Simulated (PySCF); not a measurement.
How methods differ on the ionisation energy of Kr

Kr [Kr] → Kr⁺ [Ar] 3d10 4s2 4p5 [4p1/2^2 4p3/2^3, M_J = 3/2], as a difference of total energies. All numbers are calculated (PySCF 2.14, the two-component X2C-1e Hamiltonian, in x2c-SVPall-2c with one added diffuse shell each of s, p, d type (6s7p4d, 47 functions)). Correlated levels: [Ne] frozen; the 6 highest virtual spinors dropped. "Screened" scales the spin-orbit matrix elements by Boettger's factors to mimic the two-electron term; Breit and QED terms are absent.

Problem. Order these methods by the ionisation energy they give, lowest first.
A. GMP2 (screened spin-orbit)
B. GHF (spin-free)
C. GHF (screened spin-orbit)
D. GMP2 (spin-free)

Solution. C (13.073 eV), B (13.298 eV), A (13.837 eV), D (14.060 eV).

The spin-free rows lack the spin-orbit shift.

Errors of the correlated levels include the incompleteness of this basis and the frozen core.

For comparison: 14.000 eV (measured; NIST Atomic Spectra Database, ionization energies).
